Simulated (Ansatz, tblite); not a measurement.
Isomers of Li4S2 (singlet), found by a short tight-binding search and relaxed with PBE0-D4/def2-TZVP in Ansatz.

The xTB rows come from tblite. LC-ωPBE has ω = 0.4 bohr⁻¹. Correlated methods freeze 10 core orbitals; core or outer-core shells of Li are correlated, in sets that lack core-valence functions.

Other spin states weren't relaxed.

A:

Cartesian coordinates in Å:
```
Li -0.141 -1.575 0.356
Li -1.143 0.254 -1.102
Li 2.975 0.936 -0.938
Li -0.596 0.729 1.337
S -2.158 -0.686 0.635
S 1.063 0.342 -0.288
```

B:

Cartesian coordinates in Å:
```
Li 0.506 0.765 -3.452
Li -0.694 0.998 0.122
Li -0.502 -0.773 3.450
Li 0.691 -0.994 -0.120
S 0.480 0.113 1.834
S -0.480 -0.109 -1.833
```

Problem. Estimate which lies lowest at each level, and how far above it the others are (eV).

Solution. 
```csv
level,A,B
GFN1-xTB,0.00,0.08
GFN2-xTB,0.09,0.00
HF/def2-TZVPP,0.00,0.17
PBE-D4/def2-TZVP,0.00,0.23
revPBE-D4/def2-TZVP,0.00,0.16
r2SCAN-D4/def2-TZVP,0.00,0.25
PBE0-D4/def2-TZVP,0.00,0.24
LC-ωPBE/def2-TZVP,0.00,0.27
MP2/def2-TZVPP,0.00,0.24
CCSD/def2-TZVPP,0.00,0.22
CCSD(T)/def2-TZVPP,0.00,0.23
```
Point groups (tolerance 0.1 Å): A not assigned, B C2h. Lower isomers may exist.
